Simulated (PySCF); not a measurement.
In(OH)(OEt)(NH2), C₂H₈InNO₂, SMILES CC[O][In]([NH2])[OH], B3LYP/def2-SVP optimised geometry.

```
14

In    -1.00     0.08     0.00
O     -1.88     1.89     0.00
H     -2.84     1.83    -0.11
O      1.01     0.08     0.00
C      1.80     1.25    -0.07
C      1.51     2.12    -1.29
H      1.69     1.87     0.85
H      2.86     0.92    -0.09
H      0.48     2.50    -1.26
H      2.19     2.98    -1.33
H      1.64     1.53    -2.21
N     -1.96    -1.71    -0.23
H     -2.86    -1.77     0.26
H     -1.39    -2.50     0.06
```

Density from B3LYP/def2-TZVP, def2 effective core potentials past Kr (PySCF 2.14.0) at that geometry. The core electrons that the potentials of In replace are not part of the density.

Minimum of the electron density along straight lines between bonded atoms, close to the bond critical point (lines longer than 1.1 times the sum of covalent radii, or with two minima, are not listed):

| bond | length / Å | ρ at the minimum / e bohr⁻³ | ∇²ρ there / e bohr⁻⁵ | position (fraction from the first atom) |
|---|---|---|---|---|
| In1–O2 | 2.015 | 0.107 | 0.45 | 0.52 |
| O2–H3 | 0.968 | 0.353 | -2.28 | 0.80 |
| In1–O4 | 2.008 | 0.108 | 0.46 | 0.52 |
| O4–C5 | 1.410 | 0.264 | -0.62 | 0.64 |
| C5–C6 | 1.526 | 0.252 | -0.64 | 0.50 |
| C5–H7 | 1.110 | 0.276 | -0.95 | 0.64 |
| C5–H8 | 1.108 | 0.278 | -0.96 | 0.64 |
| C6–H9 | 1.104 | 0.271 | -0.91 | 0.64 |
| C6–H10 | 1.103 | 0.270 | -0.90 | 0.64 |
| C6–H11 | 1.103 | 0.272 | -0.91 | 0.64 |
| In1–N12 | 2.047 | 0.109 | 0.35 | 0.52 |
| N12–H13 | 1.020 | 0.329 | -1.51 | 0.73 |
| N12–H14 | 1.021 | 0.328 | -1.52 | 0.73 |
